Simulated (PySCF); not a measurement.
PySCF input file for CH6InNO2, SMILES C[O][In]([NH2])[OH], B3LYP-D3(BJ)/def2-SVP. The structure is a stationary point at B3LYP-D3(BJ)/def2-SVP. The structure was generated by enumeration; whether it is a known compound was not checked. The def2 effective core potentials stand for the cores of In; spin–orbit coupling is left out. One conformer was computed; it need not be the lowest.

```python
import numpy as np
from pyscf import gto, scf, dft, df
from pyscf.hessian import thermo

mol = gto.M(
    atom='''
    In   -0.03141538    0.15002604    0.27538395
    O    -1.51471916   -1.09975886    0.80682558
    H    -1.96723203   -0.79622257    1.60641717
    O     0.78878789   -0.22326340   -1.51478352
    C     0.43610164   -1.32748771   -2.30896230
    H    -0.65631472   -1.43491690   -2.46021608
    H     0.89404870   -1.20573582   -3.30834769
    H     0.80353660   -2.28950097   -1.89775167
    N     0.52474080    1.85478475    1.26187140
    H     1.44726220    2.18239958    0.97279640
    H     0.53570767    1.75831170    2.27762546
    ''',
    basis='def2-SVP',
    ecp={'In': 'def2-svp'},
    charge=0,
    spin=0,
    max_memory=1600,
    verbose=3,
)
mf = dft.RKS(mol, xc='b3lyp').density_fit(auxbasis='def2-universal-jkfit')
mf.disp = 'd3bj'
mf.grids.level = 3
mf.conv_tol = 1e-11
mf.max_cycle = 100
mf.kernel()

# [left out here: the lines that compute and print the analytic Hessian (its translational invariance restored by hand, since the grid's response is missing), thermochemistry and intensities]
```

It prints:

```
converged SCF energy = -436.939776382573

WARN: DFTD3 does not support analytical Hessian, using finite difference


WARN: Mole.unit (angstrom) is changed to Bohr

Mode                                 0                   1                   2
Irrep
Freq [cm^-1]                       29.1078             78.9328             86.6531
Reduced mass [au]                   1.1747              3.9255              2.7619
Force const [Dyne/A]                0.0006              0.0144              0.0122
Char temp [K]                      41.8797            113.5667            124.6745
Normal mode                   x     y     z       x     y     z       x     y     z
       0  In                 0.00  0.00 -0.00    0.03  0.02 -0.01   -0.01  0.02 -0.02
       1   O                -0.02  0.01 -0.04    0.03 -0.03 -0.09    0.03 -0.02  0.02
       2   H                -0.04  0.02 -0.05   -0.01 -0.06 -0.10    0.08 -0.06  0.06
       3   O                -0.04  0.02 -0.02    0.01 -0.05 -0.00   -0.07  0.05 -0.05
       4   C                 0.03 -0.04  0.04   -0.12 -0.05  0.05    0.06 -0.08  0.06
       5   H                 0.01 -0.41  0.43   -0.14  0.04  0.11    0.09 -0.08 -0.12
       6   H                -0.38  0.16 -0.13   -0.16 -0.13  0.03    0.25 -0.24  0.13
       7   H                 0.51  0.06 -0.15   -0.19 -0.07  0.08   -0.03 -0.02  0.28
       8   N                 0.02 -0.02  0.03   -0.09  0.00  0.09    0.06 -0.07  0.09
       9   H                 0.02 -0.02  0.03   -0.09  0.06  0.16    0.06 -0.07  0.10
      10   H                 0.02 -0.04  0.03   -0.15 -0.05  0.08    0.08 -0.15  0.08
Mode                                 3                   4                   5
Irrep
Freq [cm^-1]                      115.0283            146.0201            190.8331
Reduced mass [au]                   4.8888              6.3428              1.0413
Force const [Dyne/A]                0.0381              0.0797              0.0223
[...]
       6   H                 0.14  0.09 -0.09   -0.05  0.01 -0.01   -0.02 -0.05 -0.03
       7   H                 0.08 -0.07 -0.21    0.01 -0.00 -0.02   -0.01 -0.01  0.01
       8   N                -0.01  0.02  0.03   -0.02 -0.00  0.02   -0.01  0.18  0.05
       9   H                -0.00  0.02  0.05   -0.14  0.15 -0.20    0.24 -0.39  0.14
      10   H                -0.01 -0.02  0.03    0.28 -0.10  0.01    0.22 -0.34  0.02
Mode                                 9                  10                  11
Irrep
Freq [cm^-1]                      527.6774            587.2460            618.8795
Reduced mass [au]                   5.3353              6.2835              2.5163
Force const [Dyne/A]                0.8753              1.2767              0.5678
Char temp [K]                     759.2103            844.9162            890.4298
Normal mode                   x     y     z       x     y     z       x     y     z
       0  In                -0.01  0.01  0.03    0.02  0.01 -0.02    0.02  0.03  0.01
       1   O                -0.03 -0.02  0.01   -0.16 -0.13  0.05   -0.06 -0.05  0.02
       2   H                -0.02 -0.01  0.02   -0.08 -0.03  0.06   -0.02 -0.02  0.04
       3   O                 0.11  0.02 -0.16   -0.02 -0.00  0.03    0.01  0.00 -0.02
       4   C                -0.01 -0.06 -0.07    0.00  0.01  0.01    0.00 -0.00 -0.01
       5   H                -0.02 -0.02  0.02    0.00  0.01 -0.00   -0.00  0.00  0.01
       6   H                -0.08 -0.18 -0.11    0.02  0.04  0.03   -0.01 -0.02 -0.01
       7   H                -0.03 -0.05 -0.01    0.01  0.01  0.00   -0.00 -0.00  0.00
       8   N                 0.02 -0.02  0.01    0.04  0.03  0.04   -0.08 -0.11 -0.10
       9   H                -0.06  0.17 -0.02   -0.04  0.22  0.00    0.04 -0.40 -0.07
      10   H                -0.07  0.20  0.03   -0.03  0.20  0.05    0.05 -0.42 -0.12
Mode                                12                  13                  14
Irrep
Freq [cm^-1]                      794.0130            826.2760           1116.7904
Reduced mass [au]                   1.0737              1.1027              8.1134
Force const [Dyne/A]                0.3988              0.4436              5.9621
Char temp [K]                    1142.4080           1188.8272           1606.8127
Normal mode                   x     y     z       x     y     z       x     y     z
       0  In                -0.00  0.00  0.00    0.01  0.00 -0.01    0.00 -0.00 -0.00
       1   O                -0.00 -0.03 -0.03    0.01  0.03  0.03    0.00  0.00 -0.00
       2   H                 0.46  0.58  0.01   -0.39 -0.47 -0.02    0.01  0.01 -0.00
       3   O                -0.01 -0.00  0.00    0.00  0.00  0.00    0.03  0.13  0.11
       4   C                -0.00 -0.01 -0.00   -0.00 -0.01 -0.00   -0.06 -0.15 -0.10
       5   H                 0.00 -0.01 -0.01   -0.00 -0.00 -0.00   -0.04 -0.15 -0.13
       6   H                 0.01  0.01  0.00    0.00  0.01  0.00    0.03 -0.00 -0.02
       7   H                 0.00 -0.01 -0.01    0.00 -0.00 -0.00    0.01 -0.09 -0.07
       8   N                -0.03 -0.01  0.04   -0.04 -0.01  0.05    0.00 -0.00 -0.00
       9   H                 0.02 -0.37 -0.24    0.01 -0.44 -0.30    0.00  0.02  0.01
      10   H                 0.12  0.40  0.07    0.15  0.46  0.09   -0.00 -0.02 -0.01
Mode                                15                  16                  17
Irrep
Freq [cm^-1]                     1169.9059           1186.2314           1466.6499
Reduced mass [au]                   1.2804              1.3372              1.0486
Force const [Dyne/A]                1.0325              1.1086              1.3289
Char temp [K]                    1683.2340           1706.7229           2110.1827
Normal mode                   x     y     z       x     y     z       x     y     z
       0  In                -0.00  0.00 -0.00   -0.00  0.00  0.00   -0.00  0.00  0.00
       1   O                 0.00  0.00 -0.00    0.00 -0.00 -0.00    0.00  0.00  0.00
       2   H                 0.00  0.00  0.00    0.00  0.00 -0.00    0.00  0.00  0.00
       3   O                -0.03  0.04 -0.02    0.04 -0.00 -0.06   -0.00  0.00 -0.01
       4   C                 0.08 -0.08  0.06   -0.08 -0.02  0.09   -0.03  0.02 -0.05
       5   H                 0.02  0.49  0.12   -0.00 -0.21 -0.41   -0.09 -0.10  0.65
       6   H                -0.17  0.27 -0.01    0.25  0.50  0.32    0.61 -0.01  0.26
       7   H                -0.26 -0.42 -0.41    0.20 -0.05 -0.24   -0.09 -0.11 -0.20
       8   N                 0.00 -0.00 -0.00   -0.00 -0.00 -0.00    0.00 -0.00 -0.00
       9   H                -0.00  0.00 -0.00    0.00  0.00  0.00   -0.00  0.00  0.00
      10   H                 0.00 -0.00 -0.00    0.00 -0.01 -0.00   -0.00 -0.00 -0.00
Mode                                18                  19                  20
Irrep
Freq [cm^-1]                     1471.0996           1480.7168           1528.6734
Reduced mass [au]                   1.0678              1.1023              1.0930
Force const [Dyne/A]                1.3615              1.4239              1.5049
Char temp [K]                    2116.5848           2130.4219           2199.4207
Normal mode                   x     y     z       x     y     z       x     y     z
       0  In                -0.00 -0.00  0.00   -0.00  0.00  0.00    0.00 -0.00  0.00
       1   O                 0.00  0.00 -0.00    0.00  0.00 -0.00    0.00  0.00 -0.00
       2   H                 0.00  0.00 -0.00    0.00  0.00 -0.00    0.00  0.00  0.00
       3   O                 0.01 -0.01 -0.01   -0.01 -0.01 -0.01   -0.00  0.00  0.00
       4   C                 0.03 -0.04 -0.05   -0.04 -0.07 -0.03   -0.00 -0.00 -0.00
       5   H                -0.00 -0.14  0.17   -0.09  0.66  0.10   -0.00 -0.00  0.00
       6   H                -0.07  0.65  0.02    0.13  0.15  0.07    0.00  0.01  0.00
       7   H                -0.38  0.08  0.55    0.52  0.28  0.24   -0.00  0.00  0.01
       8   N                -0.00 -0.00 -0.00    0.00 -0.00 -0.00    0.05  0.03  0.05
       9   H                 0.00  0.00  0.01    0.00  0.00  0.00   -0.16 -0.10 -0.65
      10   H                 0.01  0.00 -0.00    0.00 -0.00 -0.00   -0.60 -0.30 -0.01
Mode                                21                  22                  23
Irrep
Freq [cm^-1]                     2957.1224           3015.3110           3043.0110
Reduced mass [au]                   1.0328              1.1049              1.1031
Force const [Dyne/A]                5.3211              5.9187              6.0181
Char temp [K]                    4254.6408           4338.3611           4378.2154
Normal mode                   x     y     z       x     y     z       x     y     z
       0  In                -0.00 -0.00  0.00    0.00 -0.00  0.00    0.00 -0.00 -0.00
       1   O                 0.00  0.00 -0.00    0.00  0.00  0.00    0.00  0.00  0.00
       2   H                 0.00  0.00 -0.00    0.00  0.00 -0.00    0.00  0.00 -0.00
       3   O                -0.00 -0.00 -0.00    0.00 -0.00  0.00    0.00  0.00  0.00
       4   C                -0.01 -0.04 -0.01   -0.07  0.04 -0.04   -0.05 -0.03  0.07
       5   H                 0.58  0.04  0.07    0.67  0.06  0.07    0.34  0.01  0.05
       6   H                -0.17 -0.06  0.36   -0.07 -0.00  0.10    0.36  0.11 -0.77
       7   H                -0.24  0.58 -0.27    0.21 -0.56  0.26   -0.09  0.17 -0.07
       8   N                 0.00 -0.00 -0.00   -0.00  0.00 -0.00    0.00  0.00 -0.00
       9   H                -0.00  0.00  0.00    0.00  0.00 -0.00    0.00  0.00 -0.00
      10   H                -0.00 -0.00 -0.00   -0.00 -0.00  0.00   -0.00 -0.00  0.00
Mode                                24                  25                  26
Irrep
Freq [cm^-1]                     3501.3389           3598.8297           3820.8285
Reduced mass [au]                   1.0496              1.0941              1.0672
Force const [Dyne/A]                7.5812              8.3491              9.1790
Char temp [K]                    5037.6471           5177.9147           5497.3215
Normal mode                   x     y     z       x     y     z       x     y     z
       0  In                -0.00  0.00  0.00    0.00  0.00 -0.00    0.00  0.00  0.00
       1   O                 0.00  0.00  0.00   -0.00 -0.00 -0.00   -0.03  0.02  0.05
       2   H                 0.00 -0.00 -0.00   -0.00  0.00  0.00    0.46 -0.29 -0.80
       3   O                -0.00  0.00  0.00   -0.00  0.00  0.00    0.00 -0.00 -0.00
       4   C                 0.00 -0.00 -0.00   -0.00 -0.00  0.00    0.00  0.00  0.00
       5   H                 0.00  0.00  0.00    0.00  0.00  0.00   -0.00 -0.00 -0.00
       6   H                -0.00  0.00  0.00   -0.00  0.00  0.00    0.00 -0.00 -0.00
       7   H                -0.00  0.00 -0.00   -0.00  0.00  0.00    0.00 -0.00  0.00
       8   N                -0.04 -0.01 -0.03    0.04  0.02 -0.06    0.00  0.00 -0.00
       9   H                 0.62  0.24 -0.23   -0.60 -0.22  0.18   -0.00  0.00  0.00
      10   H                -0.03 -0.06  0.68    0.01 -0.06  0.68    0.00 -0.00 -0.00
temperature 298.1500 [K]
pressure 101325.00 [Pa]
Rotational constants [GHz] 4.53829 2.17255 1.48744
Symmetry number 1
Zero-point energy (ZPE) 0.07817 [Eh]   205230.384 [J/mol]
                           tot       elec      trans        rot        vib
Entropy [J/mol/K]       405.966      0.000    173.433    114.998    117.535
Cv [J/mol/K]            116.970      0.000     12.472     12.472     92.026
Cp [J/mol/K]            125.284      0.000     20.786     12.472     92.026
Internal energy [J/mol]                      3718.434   3718.434 221896.129
Internal energy [Eh]   -436.85243  -436.93978
Enthalpy [J/mol]                             6197.391   3718.434 221896.129
Enthalpy [Eh]          -436.85148
Gibbs free energy [J/mol]                  -45511.678 -30568.188 186853.056
Gibbs free energy [Eh] -436.89759
mode   freq/cm-1   IR/(km/mol)
   1       29.11         1.127
   2       78.93         2.662
   3       86.65         3.385
   4      115.03        19.156
   5      146.02        39.323
   6      190.83        37.111
   7      230.41        12.554
   8      247.16        58.758
   9      477.10       112.217
  10      527.68        53.944
  11      587.25        67.199
  12      618.88        38.778
  13      794.01        71.271
  14      826.28        41.229
  15     1116.79       226.200
  16     1169.91         0.644
  17     1186.23         0.965
  18     1466.65         1.926
  19     1471.10         9.049
  20     1480.72        44.534
  21     1528.67         8.238
  22     2957.12       127.848
  23     3015.31        62.155
  24     3043.01        47.598
  25     3501.34        11.127
  26     3598.83        11.403
  27     3820.83        38.507
max |gradient| / (hartree/bohr): 5.701953408364499e-05
APT charges: [ 1.4567 -0.734   0.2176 -0.8991  0.6134 -0.0759 -0.0888 -0.0901 -0.6523
  0.1277  0.1248]
```

The run converged.
